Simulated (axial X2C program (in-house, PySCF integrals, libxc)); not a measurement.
# Curves of RuCN from open-shell CI on d7 s0 p(π)0

Calculated with an in-house all-electron X2C program for linear molecules (integrals from PySCF): two-component X2C with atomic mean-field Coulomb and Gaunt terms, basis Ru dyall-v3z, C dyall-v3z, N dyall-av3z (cores contracted in-house). Orbitals come from Hartree–Fock averaged over the configuration Ru d7 s0 p(π)0; CI then distributes these electrons over the d, s, p(π) shells of Ru.

Scan along the Ru–C bond with CN moving as one mass, its bond held at 1.160 Å; masses Ru 101.904 u, C 12.000 u, N 14.003 u. Energies in cm⁻¹ from the lowest point; levels are followed by energy order within each Ω. Lowest level at 2.149 Å: 100% d7.

| R (Å) | (1)Ω=9/2 | (1)Ω=1/2 | (1)Ω=3/2 | (1)Ω=7/2 | (1)Ω=5/2 |
| --- | --- | --- | --- | --- | --- |
| 1.999 | 1078 | 1035 | 1298 | 1866 | 2613 |
| 2.074 | 240 | 380 | 649 | 1017 | 1727 |
| 2.149 | 0 | 269 | 537 | 762 | 1426 |
| 2.235 | 269 | 645 | 905 | 1011 | 1617 |
| 2.321 | 955 | 1405 | 1650 | 1674 | 2222 |
| 2.418 | 2069 | 2570 | 2795 | 2759 | 3243 |
| 2.536 | 3723 | 4256 | 4452 | 4374 | 4786 |

Fit the curves (1)Ω=9/2, (1)Ω=1/2, (1)Ω=3/2, (1)Ω=7/2, (1)Ω=5/2 near their minima.

From the open-shell CI curves, Te from the lowest:

```json
{"level": "(1)Ω=9/2", "Te (cm⁻¹)": "0", "Re (Å)": "2.148", "ωe (cm⁻¹)": "359.7"}
{"level": "(1)Ω=1/2", "Te (cm⁻¹)": "253", "Re (Å)": "2.129", "ωe (cm⁻¹)": "359.1"}
{"level": "(1)Ω=3/2", "Te (cm⁻¹)": "522", "Re (Å)": "2.129", "ωe (cm⁻¹)": "356.3"}
{"level": "(1)Ω=7/2", "Te (cm⁻¹)": "762", "Re (Å)": "2.151", "ωe (cm⁻¹)": "356.9"}
{"level": "(1)Ω=5/2", "Te (cm⁻¹)": "1422", "Re (Å)": "2.159", "ωe (cm⁻¹)": "349.5"}
```

Without dynamic correlation distances can be off by several hundredths of an Å (long for ionic bonds, short for multiple bonds) and the wavenumbers are rough.

The 5 lowest curves are shown; the next is (2)Ω=5/2, from 1896 cm⁻¹.

There is no dynamic correlation: spin–orbit spacings and, for f shells, spacings inside one term are the most reliable numbers, splittings between terms come out too wide, and energies between configurations are not reliable, so the lowest level need not be the ground state of the molecule. For d shells the ligand-field splittings (σ, π, δ) and their order can be off by a thousand cm⁻¹ or more. At most 4 roots were kept for each Ω > 0 (twice that for Ω = 0) within 3.2 eV of the lowest, so higher up levels can be missing between those listed; levels with Ω > 0 are doubly degenerate and listed once, Ω = 0 levels singly. Some active spinors are only partly of the character that their shell is named for, so the shell names and counts are nominal. States that fill the shells left empty in the average are placed too high. The molecule was held linear; bending was not examined.
